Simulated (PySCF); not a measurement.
PySCF input file for SbF3, SMILES [F][Sb]([F])[F], TDDFT-CAM-B3LYP/def2-SVPD. Coordinates come from a B3LYP-D3(BJ)/def2-SVP optimisation. The isomer is the one that the SMILES or the coordinates give; other isomers of the formula were not compared. The def2 effective core potentials stand for the cores of Sb; spin–orbit coupling is left out.

```python
import numpy as np
from pyscf import gto, scf, dft, tdscf

mol = gto.M(
    atom='''
    Sb    0.00000000   -0.00000000    0.34820952
    F     1.42359134   -0.82191084   -0.65772909
    F    -1.42359135   -0.82191084   -0.65772908
    F    -0.00000001    1.64382169   -0.65772908
    ''',
    basis='def2-SVPD',
    ecp={'Sb': 'def2-svp'},
    charge=0,
    spin=0,
    symmetry=True,
    max_memory=1600,
    verbose=4,
)
mf = dft.RKS(mol, xc='cam-b3lyp').density_fit(auxbasis='def2-universal-jkfit')
mf.grids.level = 3
mf.conv_tol = 1e-9
mf.max_cycle = 100
mf.kernel()
mf.grids = dft.Grids(mol).set(level=1).build(with_non0tab=True)  # coarser grid for the response kernel
td = tdscf.TDDFT(mf)
td.singlet = True
td.nstates = 10
td.conv_tol = 1e-4
td.positive_eig_threshold = 1e-6
td.kernel(x0=td.get_init_guess(mf, 15))
td.analyze()
tt = tdscf.TDA(mf)
tt.singlet = False
tt.nstates = 4
tt.conv_tol = 1e-4
tt.positive_eig_threshold = 1e-6
tt.kernel(x0=tt.get_init_guess(mf, 9))
tt.analyze(verbose=3)
```

Output:

```
PySCF version 2.14.0

[INPUT] verbose = 4
[INPUT] num. atoms = 4
[INPUT] num. electrons = 50
[INPUT] charge = 0
[INPUT] spin (= nelec alpha-beta = 2S) = 0
[INPUT] symmetry True subgroup None
[INPUT] Mole.unit = angstrom
[INPUT] Symbol           X                Y                Z      unit          X                Y                Z       unit  Magmom
[INPUT]  1 Sb     0.000000000000   0.000000000000   0.348209520000 AA    0.000000000000   0.000000000000   0.658020626766 Bohr   0.0
[INPUT]  2 F      1.423591340000  -0.821910840000  -0.657729090000 AA    2.690197745903  -1.553186386411  -1.242927844259 Bohr   0.0
[INPUT]  3 F     -1.423591350000  -0.821910840000  -0.657729080000 AA   -2.690197764800  -1.553186386411  -1.242927825362 Bohr   0.0
[INPUT]  4 F     -0.000000010000   1.643821690000  -0.657729080000 AA   -0.000000018897   3.106372791720  -1.242927825362 Bohr   0.0

nuclear repulsion = 215.68114762591
point group symmetry = C3v, use subgroup Cs
symmetry origin: [-4.36090642e-09  2.18045320e-09  6.54135968e-09]
symmetry axis x: [ 8.66025403e-01  5.00000001e-01 -5.58674980e-11]
symmetry axis y: [ 5.22806912e-10 -7.93793135e-10  1.00000000e+00]
symmetry axis z: [ 5.00000001e-01 -8.66025403e-01 -9.48848477e-10]
num. orbitals of irrep A' = 61
num. orbitals of irrep A" = 40
number of shells = 39
number of NR pGTOs = 166
number of NR cGTOs = 101
basis = def2-SVPD
ecp = {'Sb': 'def2-svp'}


[settings echo left out]
init E= -513.50939033547
HOMO (A') = -0.939443680812033  LUMO (A') = -0.692191774430736  gap/eV = 6.72807
cycle= 1 E= -538.922298523458  delta_E= -25.4  |g|=    2  |ddm|= 11.8
HOMO (A') = -0.259558646575318  LUMO (A') = 0.0643535114960865  gap/eV = 8.81410
cycle= 2 E= -539.394635436314  delta_E= -0.472  |g|= 1.14  |ddm|= 8.22
HOMO (A') = -0.392782285235345  LUMO (A') = -0.0306410731443982  gap/eV = 9.85436
cycle= 3 E= -539.566138533541  delta_E= -0.172  |g|= 0.318  |ddm|= 1.83
HOMO (A') = -0.420358572667514  LUMO (A') = -0.0389287373671259  gap/eV = 10.37923
cycle= 4 E= -539.580461349789  delta_E= -0.0143  |g|= 0.0976  |ddm|= 0.233
HOMO (A') = -0.4201934737317  LUMO (A') = -0.0402820749483297  gap/eV = 10.33792
cycle= 5 E= -539.582058967923  delta_E= -0.0016  |g|= 0.00492  |ddm|= 0.0708
HOMO (A') = -0.420182777707335  LUMO (A') = -0.0398376915114476  gap/eV = 10.34972
cycle= 6 E= -539.58206754839  delta_E= -8.58e-06  |g|= 0.00101  |ddm|= 0.00972
HOMO (A') = -0.420226868630511  LUMO (A') = -0.0398625587663979  gap/eV = 10.35024
cycle= 7 E= -539.582067926568  delta_E= -3.78e-07  |g|= 0.000244  |ddm|= 0.00211
HOMO (A') = -0.420258643291671  LUMO (A') = -0.0398932385084798  gap/eV = 10.35027
cycle= 8 E= -539.58206794884  delta_E= -2.23e-08  |g|= 2.97e-05  |ddm|= 0.000552
HOMO (A') = -0.420255728812279  LUMO (A') = -0.0398889174966364  gap/eV = 10.35031
cycle= 9 E= -539.582067949419  delta_E= -5.8e-10  |g|= 5.43e-06  |ddm|= 7.98e-05
HOMO (A') = -0.42025635827504  LUMO (A') = -0.0398892084999289  gap/eV = 10.35032
Extra cycle  E= -539.582067949432  delta_E= -1.26e-11  |g|= 5.01e-06  |ddm|= 1.44e-05
converged SCF energy = -539.582067949432
tot grids = 23928
Overwritten attributes  positive_eig_threshold  of <class 'pyscf.tdscf.rks.TDDFT'>


******** <class 'pyscf.tdscf.rks.TDDFT'> for <class 'pyscf.df.df_jk.DFSymAdaptedRKS'> ********
nstates = 10 singlet
deg_eia_thresh = 1.000e-03
wfnsym = None
conv_tol = 0.0001
eigh lindep = 1e-12
eigh level_shift = 0
eigh max_cycle = 100


[traceback left out]
ValueError: could not broadcast input array from shape (693,) into shape (699,)
```

The program stopped with an error.
